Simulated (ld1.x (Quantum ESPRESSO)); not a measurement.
## LDA (PZ) PAW dataset for Te, fully relativistic all-electron reference.

tellurium (Te), PAW, made with ld1.x (Quantum ESPRESSO) 7.5 (LDA (PZ), fully relativistic). Core [Kr] 4d10, reference 5s2 5p4. Waves: 5s (bound): rcut 1.70, rcutus 1.80 bohr; 5s channel at 1.95 Ry: rcut 1.70, rcutus 1.80 bohr; 5p (bound): rcut 1.75, rcutus 2.00 bohr; 5p channel at -0.15 Ry: rcut 1.75, rcutus 2.00 bohr. Local part: all-electron potential smoothed inside 1.65 bohr (lloc = -1). Core correction: Bessel-smoothed model core, default radius (core density twice the valence density). Augmentation charge: PSQ, inside the norm-conserving radii.

Open shells are filled in proportion to 2j + 1 (rel_dist='average').

Does the generator finish with these settings?

Yes, a potential is produced and its reference levels are reproduced.

Tests: 5s2 5p3; 5s2 5p2; 5s2 5p1; 5s2 5p0; 5s0 5p6; 5s1 5p5; 5s2 5p4.3. Which has the largest error in its energy relative to the reference configuration, and how large is it?

5s2 5p0, with -340 meV (all-electron minus pseudo) on +92.34 eV.

The ghost test of this file was not conclusive.
